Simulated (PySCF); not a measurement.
A structure optimised at TPSSh-D3(BJ)/def2-TZVP, used in a PySCF frequency run:

```xyz
8

Si    -0.8071    -0.0213    -0.1571
O     -0.9734     1.5698     0.2689
P      1.2676    -0.8902     0.0360
H     -1.7103    -0.7519     0.7543
H     -1.2134    -0.2501    -1.5669
H     -0.4169     2.2110    -0.1846
H      1.5448    -0.2367     1.2631
H      1.8702     0.1201    -0.7577
```
Charge 0, spin multiplicity 1.

Q: Write its SMILES and formula.

A: O[SiH2]P, H5OPSi

Q: What are its rotational constants (standard atomic weights)?

A: 17.308, 3.4413, 3.0650 GHz
